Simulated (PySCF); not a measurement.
Isomers of C6H4N2, one GFN2-xTB conformer each. Single-point energies are computed at PBE0/pcSseg-1 (PySCF, gas phase, no added dispersion term), electronic only.

**Question.** Rank them by PBE0/pcSseg-1 energy, lowest first (kJ/mol).
A. `N#Cc1cccnc1`
B. `N#CC1=CC=NC=C1`
C. `N#CC(C#N)C#CC`
D. `C1C(=C)C1(C#N)C#N`
E. `N#CC1=CC=CC=N1`

**Answer.** A (0.0), B (4.2), E (5.3), D (245.9), C (268.4).

As drawn, the lowest has an aromatic ring, which the highest lacks; the highest has a C≡C bond, which the lowest lacks. Neighbours under 10 kJ/mol apart (N#Cc1cccnc1 and N#Cc1ccncc1; N#Cc1ccncc1 and N#Cc1ccccn1) can change places with a better method, another conformer or zero-point energy. GFN2-xTB itself gives, in the same order: 0.0, 3.2, 6.9, 232.8, 241.1. Both levels put the same isomer lowest; measured from each level's own lowest isomer, the values differ by up to 27.3 kJ/mol (CC#CC(C#N)C#N: 241.1 against 268.4).

**Question.** Which frontier levels, dipoles and rotational constants go with these structures?

**Answer.** 
| SMILES | HOMO (eV, PBE0/pcSseg-1) | LUMO (eV) | dipole (D) | A, B, C (MHz) |
| --- | --- | --- | --- | --- |
| N#Cc1cccnc1 | -8.12 | -2.00 | 3.92 | 5913, 1596, 1257 |
| N#Cc1ccncc1 | -8.10 | -2.21 | 2.00 | 6065, 1570, 1247 |
| N#Cc1ccccn1 | -8.24 | -2.01 | 5.75 | 5924, 1623, 1274 |
| C=C1CC1(C#N)C#N | -9.02 | -1.31 | 5.08 | 2347, 2172, 1427 |
| CC#CC(C#N)C#N | -8.59 | -0.34 | 4.90 | 2831, 1353, 971.5 |

**Question.** As an exercise, what shares would exp(−E/RT) give at 2000 K from these electronic energies alone (no entropy, no degeneracies)?

**Answer.** RT = 16.629 kJ/mol: N#Cc1cccnc1 39.9 %, N#Cc1ccncc1 31.0 %, N#Cc1ccccn1 29.0 %, C=C1CC1(C#N)C#N under 0.1 %, CC#CC(C#N)C#N under 0.1 %.
